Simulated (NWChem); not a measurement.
System: vinylidene fluoride (C2H2F2); SMILES C=C(F)F

Output (shortened):

```
             Northwest Computational Chemistry Package (NWChem) 7.3.0
             --------------------------------------------------------

 C2V symmetry detected

                             Geometry "geometry" -> ""
                             -------------------------

 Output coordinates in angstroms (scale by  1.889725989 to convert to a.u.)

  No.       Tag          Charge          X              Y              Z
 ---- ---------------- ---------- -------------- -------------- --------------
    1 C                    6.0000     0.00000000     0.00000000    -1.38650280
    2 C                    6.0000     0.00000000     0.00000000    -0.06362788
    3 F                    9.0000     0.00000000    -1.08587494     0.69746789
    4 F                    9.0000     0.00000000     1.08587494     0.69746789
    5 H                    1.0000     0.00000000     0.93657601    -1.92681898
    6 H                    1.0000     0.00000000    -0.93657601    -1.92681898

 Effective nuclear repulsion energy (a.u.)     117.2563808535

      Symmetry information
      --------------------

 Group name             C2v
 Group number             16
 Group order               4
 No. of unique centers     4

                                Z-matrix (autoz)
                                --------

 Units are Angstrom for bonds and degrees for angles

      Type          Name      I     J     K     L     M      Value
      ----------- --------  ----- ----- ----- ----- ----- ----------
    1 Stretch                  1     2                       1.32287
    2 Stretch                  1     5                       1.08126
    3 Stretch                  1     6                       1.08126
    4 Stretch                  2     3                       1.32604
    5 Stretch                  2     4                       1.32604
    6 Bend                     1     2     3               125.02683
    7 Bend                     1     2     4               125.02683
    8 Bend                     2     1     5               119.98090
    9 Bend                     2     1     6               119.98090
   10 Bend                     3     2     4               109.94635
   11 Bend                     5     1     6               120.03820
   12 Torsion                  3     2     1     5         180.00000
   13 Torsion                  3     2     1     6          -0.00000
   14 Torsion                  4     2     1     5           0.00000
   15 Torsion                  4     2     1     6         180.00000

                           NWChem Geometry Optimization
                           ----------------------------

 maximum gradient threshold         (gmax) =   0.000450
 rms gradient threshold             (grms) =   0.000300
 maximum cartesian step threshold   (xmax) =   0.001800
 rms cartesian step threshold       (xrms) =   0.001200
 fixed trust radius                (trust) =   0.300000
 source of zmatrix                         =   autoz

          -------------------
          Energy Minimization
          -------------------

 Using diagonal initial Hessian
 Scaling for Hessian diagonals: bonds = 1.00  angles = 0.25  torsions = 0.10

          --------
          Step   0

                                 NWChem DFT Module
                                 -----------------

 Summary of "ao basis" -> "ao basis" (spherical)
 ------------------------------------------------------------------------------
       Tag                 Description            Shells   Functions and Types
 ---------------- ------------------------------  ------  ---------------------
 C                          def2-svp                 6       14   3s2p1d
 F                          def2-svp                 6       14   3s2p1d
 H                          def2-svp                 3        5   2s1p

      Symmetry analysis of basis
      --------------------------

        a1         28
        a2          7
        b1         11
        b2         20

            General Information
            -------------------
          SCF calculation type: DFT
          Wavefunction type:  closed shell.
          No. of atoms     :     6
          No. of electrons :    32
           Alpha electrons :    16
            Beta electrons :    16
          Charge           :     0
          Spin multiplicity:     1
          Use of symmetry is: on ; symmetry adaption is: on
          Maximum number of iterations: 150
          AO basis - number of functions:    66
                     number of shells:    30
          Convergence on energy requested:  1.00D-06
          Convergence on density requested:  1.00D-05
          Convergence on gradient requested:  5.00D-04

              XC Information
              --------------
                    Becke 1988 Exchange Functional  1.000
              Lee-Yang-Parr Correlation Functional  1.000

             Grid Information
             ----------------
          Grid used for XC integration:  medium
          Radial quadrature: Mura-Knowles
          Angular quadrature: Lebedev.
          Tag              B.-S. Rad. Rad. Pts. Rad. Cut. Ang. Pts.
          ---              ---------- --------- --------- ---------
          C                   0.70       49           7.0       434
          F                   0.50       49           9.0       434
          H                   0.35       45           7.0       434
          Grid pruning is: on
          Number of quadrature shells:   192
          Spatial weights used:  Erf1

      Superposition of Atomic Density Guess
      -------------------------------------

 Sum of atomic energies:        -274.83320181

      Non-variational initial energy
      ------------------------------

 Total energy =    -276.353948
 1-e energy   =    -612.708535
 2-e energy   =     219.098206
 HOMO         =      -0.281534
 LUMO         =       0.097663

      Symmetry analysis of molecular orbitals - initial
      -------------------------------------------------

  Numbering of irreducible representations:

     1 a1          2 a2          3 b1          4 b2

  Orbital symmetries:

     1 a1          2 b2          3 a1          4 a1          5 a1
     6 b2          7 a1          8 a1          9 b2         10 a1
    11 b1         12 a2         13 b2         14 a1         15 b2
    16 b1         17 b1         18 a1         19 b2         20 a1
    21 b2         22 a1         23 a1         24 b1         25 a1
    26 a1

   convergence    iter        energy       DeltaE   RMS-Dens  Diis-err
 ---------------- ----- ----------------- --------- --------- ---------
 d= 0,ls=0.0,diis     1   -276.6856234897 -3.94D+02  2.63D-02  1.04D+00
 d= 0,ls=0.0,diis     2   -276.4311280431  2.54D-01  1.70D-02  3.52D+00
 d= 0,ls=0.0,diis     3   -276.7966366805 -3.66D-01  5.87D-03  6.77D-02
 d= 0,ls=0.0,diis     4   -276.7968490540 -2.12D-04  2.91D-03  8.00D-02
 d= 0,ls=0.0,diis     5   -276.8070585313 -1.02D-02  3.59D-04  1.72D-03
  Resetting Diis
 d= 0,ls=0.0,diis     6   -276.8071865097 -1.28D-04  1.23D-04  6.19D-05
 d= 0,ls=0.0,diis     7   -276.8071954976 -8.99D-06  2.92D-05  6.62D-07
 d= 0,ls=0.0,diis     8   -276.8071953084  1.89D-07  1.97D-05  2.00D-06
 d= 0,ls=0.0,diis     9   -276.8071955706 -2.62D-07  4.23D-06  1.70D-07

         Total DFT energy =     -276.807195570644
      One electron energy =     -614.234964373683
           Coulomb energy =      252.593604905343
    Exchange-Corr. energy =      -32.422216955769
 Nuclear repulsion energy =      117.256380853465

 Numeric. integr. density =       31.999998174636

                  Occupations of the irreducible representations
                  ----------------------------------------------

                     irrep           alpha         beta
                     --------     --------     --------
                     a1                8.0          8.0
                     a2                1.0          1.0
                     b1                2.0          2.0
                     b2                5.0          5.0

                       DFT Final Molecular Orbital Analysis
                       ------------------------------------

[...]

      ----------------------
      Optimization converged
      ----------------------

  Step       Energy      Delta E   Gmax     Grms     Xrms     Xmax
  ---- ---------------- -------- -------- -------- -------- --------
@    3    -276.80784629 -6.9D-07  0.00009  0.00005  0.00057  0.00117
                                     ok       ok       ok       ok

                                Z-matrix (autoz)
                                --------

 Units are Angstrom for bonds and degrees for angles

      Type          Name      I     J     K     L     M      Value     Gradient
      ----------- --------  ----- ----- ----- ----- ----- ---------- ----------
    1 Stretch                  1     2                       1.33773   -0.00008
    2 Stretch                  1     5                       1.09574    0.00009
    3 Stretch                  1     6                       1.09574    0.00009
    4 Stretch                  2     3                       1.33406   -0.00007
    5 Stretch                  2     4                       1.33406   -0.00007
    6 Bend                     1     2     3               124.98628   -0.00001
    7 Bend                     1     2     4               124.98628   -0.00001
    8 Bend                     2     1     5               119.79438    0.00004
    9 Bend                     2     1     6               119.79438    0.00004
   10 Bend                     3     2     4               110.02745    0.00003
   11 Bend                     5     1     6               120.41124   -0.00008
   12 Torsion                  3     2     1     5         180.00000    0.00000
   13 Torsion                  3     2     1     6          -0.00000    0.00000
   14 Torsion                  4     2     1     5           0.00000    0.00000
   15 Torsion                  4     2     1     6         180.00000    0.00000

                         Geometry "geometry" -> "geometry"
                         ---------------------------------

 Output coordinates in angstroms (scale by  1.889725989 to convert to a.u.)

  No.       Tag          Charge          X              Y              Z
 ---- ---------------- ---------- -------------- -------------- --------------
    1 C                    6.0000     0.00000000     0.00000000    -1.39382202
    2 C                    6.0000     0.00000000     0.00000000    -0.05609604
    3 F                    9.0000     0.00000000    -1.09297898     0.70882600
    4 F                    9.0000     0.00000000     1.09297898     0.70882600
    5 H                    1.0000     0.00000000     0.95089951    -1.93828340
    6 H                    1.0000     0.00000000    -0.95089951    -1.93828340

 Effective nuclear repulsion energy (a.u.)     116.3325472306

      Symmetry information
      --------------------

 Group name             C2v
 Group number             16
 Group order               4
 No. of unique centers     4

                Final and change from initial internal coordinates
                --------------------------------------------------

                                Z-matrix (autoz)
                                --------

 Units are Angstrom for bonds and degrees for angles

      Type          Name      I     J     K     L     M      Value       Change
      ----------- --------  ----- ----- ----- ----- ----- ---------- ----------
    1 Stretch                  1     2                       1.33773    0.01485
    2 Stretch                  1     5                       1.09574    0.01448
    3 Stretch                  1     6                       1.09574    0.01448
    4 Stretch                  2     3                       1.33406    0.00801
    5 Stretch                  2     4                       1.33406    0.00801
    6 Bend                     1     2     3               124.98628   -0.04055
    7 Bend                     1     2     4               124.98628   -0.04055
    8 Bend                     2     1     5               119.79438   -0.18652
    9 Bend                     2     1     6               119.79438   -0.18652
   10 Bend                     3     2     4               110.02745    0.08110
   11 Bend                     5     1     6               120.41124    0.37304
   12 Torsion                  3     2     1     5         180.00000    0.00000
   13 Torsion                  3     2     1     6          -0.00000    0.00000
   14 Torsion                  4     2     1     5           0.00000    0.00000
   15 Torsion                  4     2     1     6         180.00000    0.00000

[...]

 Rotational Constants
 --------------------
 A=   0.357053 cm-1  (  0.513708 K)
 B=   0.340427 cm-1  (  0.489787 K)
 C=   0.174271 cm-1  (  0.250731 K)

 Temperature                      =   298.15K
 frequency scaling parameter      =   1.0000

 Zero-Point correction to Energy  =   22.230 kcal/mol  (  0.035426 au)
 Thermal correction to Energy     =   24.612 kcal/mol  (  0.039222 au)
 Thermal correction to Enthalpy   =   25.204 kcal/mol  (  0.040166 au)

 Total Entropy                    =   63.570 cal/mol-K
   - Translational                =   38.371 cal/mol-K (mol. weight =  64.0125)
   - Rotational                   =   22.460 cal/mol-K (symmetry #  =        2)
   - Vibrational                  =    2.739 cal/mol-K

 Cv (constant volume heat capacity) =   12.367 cal/mol-K
   - Translational                  =    2.979 cal/mol-K
   - Rotational                     =    2.979 cal/mol-K
   - Vibrational                    =    6.408 cal/mol-K

[normal modes left out]

 ----------------------------------------------------------------------------
 Normal Eigenvalue ||           Projected Infra Red Intensities
  Mode   [cm**-1]  || [atomic units] [(debye/angs)**2] [(KM/mol)] [arbitrary]
 ------ ---------- || -------------- ----------------- ---------- -----------
    1       -0.000 ||    0.000252           0.006         0.245       0.069
    2       -0.000 ||    0.000106           0.002         0.103       0.029
    3       -0.000 ||    0.000053           0.001         0.051       0.014
    4       -0.000 ||    0.000127           0.003         0.123       0.035
    5       -0.000 ||    0.000135           0.003         0.132       0.037
    6        0.000 ||    0.000540           0.012         0.526       0.148
    7      427.998 ||    0.000879           0.020         0.857       0.241
    8      536.557 ||    0.003936           0.091         3.837       1.077
    9      608.736 ||    0.000712           0.016         0.694       0.195
   10      691.279 ||    0.000000           0.000         0.000       0.000
   11      770.987 ||    0.065332           1.507        63.689      17.879
   12      911.559 ||    0.065299           1.507        63.657      17.870
   13      920.157 ||    0.017929           0.414        17.478       4.907
   14     1286.417 ||    0.223899           5.166       218.268      61.272
   15     1347.185 ||    0.003097           0.071         3.019       0.848
   16     1721.610 ||    0.270022           6.230       263.231      73.895
   17     3114.172 ||    0.005336           0.123         5.202       1.460
   18     3221.038 ||    0.000095           0.002         0.092       0.026
 ----------------------------------------------------------------------------
```

Level: BLYP/def2-SVP. 

Q: Write an input that gives this output.

A: This is not unique; one that fits is the input that was run:
```
start job
memory heap 200 mb stack 900 mb global 1100 mb
geometry units angstroms
  C      0.014913    -1.385722     0.000000
  C      0.000736    -0.062923     0.000000
  F     -1.093196     0.686527     0.000000
  F      1.078430     0.709732     0.000000
  H      0.957241    -1.915946     0.000000
  H     -0.915803    -1.936068     0.000000
end
basis spherical
  C library def2-svp
  F library def2-svp
  H library def2-svp
end
dft
  xc becke88 lyp
  iterations 150
end
driver
  maxiter 120
end
task dft optimize
task dft freq
```
